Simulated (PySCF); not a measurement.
# Excitation energy of Ni by level of theory

Ni [Ar] 3d8 4s2 (3F) → Ni [Ar] 3d7 4s2 5s1 (5F), as a difference of total energies. Calculation: PySCF 2.14, in dyall-av2z (16s12p7d2f, 101 functions); the non-relativistic Hamiltonian (point nucleus). Correlated levels: valence: [Ar] frozen; virtual orbitals above 40 to 60 times the deepest correlated orbital energy dropped. The calculations carry no spin-orbit coupling.

```json
{"method": "UHF", "excitation energy (eV)": "9.332"}
{"method": "MP2 (valence)", "excitation energy (eV)": "11.364"}
{"method": "SCS-MP2 (valence)", "excitation energy (eV)": "11.291"}
{"method": "CCSD (valence)", "excitation energy (eV)": "11.049"}
{"method": "CCSD(T) (valence)", "excitation energy (eV)": "11.171"}
```

Q: How much does correlation contribute at CCSD(T) (valence)?

A: 11.171 − (9.332) = 1.839 eV, measured against UHF.

A first-order spin-orbit estimate (lowest level to lowest level, LS coupling) adds -0.012 eV.

The upper state lies above the first ionisation limit, but in LS coupling its spin forbids autoionisation to the ground ion. A Rydberg-like electron needs more diffuse functions than a valence basis has.

The promoted electron is Rydberg-like, and one or two diffuse shells describe it only roughly, which tends to raise the upper state.
